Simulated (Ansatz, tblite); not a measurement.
Cost and result up the ladder for Ga₁₀As₁₀H₃₀, a nanocrystal cut from zinc blende GaAs (hydrogen-capped) (50 atoms). Charge 0, multiplicity 1. Geometry: PBE-D4/def2-SVP.

```xyz
50

Ga    0.124    2.539    1.904
Ga    1.547   -1.134    4.106
Ga   -3.059    0.558    0.645
Ga   -1.651   -3.120    2.842
Ga    4.283    1.020    1.064
Ga   -0.716    2.396   -1.957
Ga    3.440    0.873   -2.815
Ga    0.657   -0.990   -0.107
Ga   -2.632   -3.287   -1.672
Ga   -0.282   -1.442   -4.287
As    0.352    1.116    3.942
As    2.562    2.858    1.479
As   -0.705    1.060    0.114
As    0.529   -2.167    2.067
As   -3.023   -0.979    2.610
As   -3.818   -1.116   -1.043
As    2.961   -0.257   -0.634
As    1.674    2.704   -2.608
As   -1.336    0.831   -3.800
As   -0.343   -2.314   -1.943
H    -0.683    3.875    2.126
H     3.064   -0.757    3.935
H     0.902   -1.844    5.360
H    -4.013    1.804    0.806
H    -1.530   -3.357    4.398
H    -2.320   -4.097    1.809
H     4.389    0.299    2.457
H     5.464    1.733    0.296
H    -1.561    3.727   -1.918
H     4.821    1.620   -2.661
H     2.968    0.052   -4.070
H    -2.795   -4.179   -0.388
H    -3.164   -3.637   -3.117
H     1.161   -1.076   -4.791
H    -1.379   -2.229   -5.106
H     0.947    2.067    4.980
H    -1.043    1.055    4.556
H     3.025    3.710    2.660
H     2.656    3.965    0.433
H     1.394   -3.404    1.822
H    -2.867   -0.079    3.832
H    -4.497   -1.310    2.838
H    -5.247   -1.442   -0.611
H    -4.201   -0.308   -2.279
H     3.712   -1.584   -0.747
H     2.177    3.880   -1.776
H     1.592    3.463   -3.931
H    -1.244    1.697   -5.055
H    -2.860    0.748   -3.771
H     0.565   -3.543   -1.994
```

Ansatz on 11 threads of AMD EPYC 7R13 on a shared host and a whole NVIDIA H100 80GB HBM3; xTB runs through tblite on one thread. Times are rough, summed over both states, and most runs start from the orbitals of an earlier one. PBE0-D4/def2-TZVP serves as the yardstick here, not as an exact answer. The other state is a doublet.

The xTB rows come from tblite. Single mean-field runs in def2-TZVP are fitted with def2-universal-jkfit. HOMO above LUMO, or a gap near zero within one spin, warns that the state may not be the lowest or that an electron is smeared out.

Run but left out: PBE-D4/def2-TZVP (charge +1 doublet: an occupied level 0.04 eV above an empty one).

Raw xTB energies of ions are shifted by several eV.

```
                          level  functions  vertical IE (eV)  difference from PBE0-D4/def2-TZVP (eV)                                     remarks
               B97M-V/def2-TZVP       1140              7.86                                   -0.19  gap within one spin near zero (+1 doublet)
                       GFN2-xTB        210             12.03                                    3.99                                           –
PBE0-D4/def2-TZVP (with forces)       1140              8.05                                    0.00                                           –
                       GFN1-xTB        240             11.96                                    3.92                                           –
```

Task: Estimate how long each takes.

Result: GFN2-xTB 0.88 s; GFN1-xTB 0.97 s; B97M-V/def2-TZVP 38 s; PBE0-D4/def2-TZVP (with forces) 69 s. On shared hardware such times vary by a factor of up to 3.
